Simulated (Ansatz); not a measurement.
# Energy profile

The step: SnH₃Cl ([Cl][SnH3]) + CH₄ → CH₆Sn ([CH3][SnH3]) + HCl; bonds formed: Sn1–C7, Cl2–H6; bonds broken: Sn1–Cl2, H6–C7 (atoms numbered as in the saddle structure below).

| atom | x (Å) | y (Å) | z (Å) |
| --- | --- | --- | --- |
| Sn1 | -0.7154 | 0.2146 | -0.9845 |
| Cl2 | 2.1676 | 0.4502 | -1.0279 |
| H3 | -0.3935 | -0.9853 | -2.1295 |
| H4 | -2.2552 | -0.1007 | -0.2702 |
| H5 | -0.6142 | 1.8613 | -1.3486 |
| H6 | 1.0587 | 0.0390 | 0.1567 |
| C7 | 0.2108 | -0.2915 | 1.1223 |
| H8 | -0.2474 | -1.2792 | 1.1785 |
| H9 | -0.3816 | 0.4535 | 1.6539 |
| H10 | 1.1704 | -0.3617 | 1.6492 |

Electronic energies by CCSD(T) at an estimated basis limit (MP2 extrapolated from triple and quadruple zeta, plus CCSD(T) − MP2 in triple zeta), on PBE0-D4/def2-TZVP structures; CH₇ClSn, singlet; no counterpoise correction. Computed with Ansatz 0.2.0 (basis: def2-TZVPP and def2-QZVPP); correlated methods freeze the cores. Filled d shells of the heavier atoms are correlated. Core potentials replace the inner electrons of the atoms past krypton. The def2 sets are not built for correlating such inner shells, so the correlated values are less sure here. Extrapolation: Hartree–Fock as exp(−7.88 √X), correlation as X^−2.97.

(1) Give the profile in kJ/mol, counted from the separated reactants. (Judge from chemistry; the value comes from the calculation.)

No T1 diagnostic of these runs exceeds 0.012. The start structure is not quite a true minimum (one mode of 34i cm⁻¹).

Answers

(1) By the calculation:
| point | kJ/mol |
| --- | --- |
| separated: SnH₃Cl (linked as [Cl][SnH3]; Sn1, Cl2, H3, H4, H5; singlet) + CH₄ (H6, C7, H8, H9, H10; singlet) | 0.0 |
| start structure | -4.9 |
| saddle | 234.1 |
| end structure | 103.2 |
| separated: CH₆Sn (linked as [CH3][SnH3]; Sn1, H3, H4, H5, C7, H8, H9, H10; singlet) + HCl (Cl2, H6; singlet) | 112.2 |

For scale, one of the runs: CCSD(T)/def2-TZVPP, 221 basis functions, launched by `ansatz run in.yaml --threads 4 --pin off --events-out ev --progress --plain --max-ram 9574MiB`. Hardware: 4 CPU threads of an Arm Neoverse V1, shared host. Wall time 110 s; peak host memory 3.7 GiB.
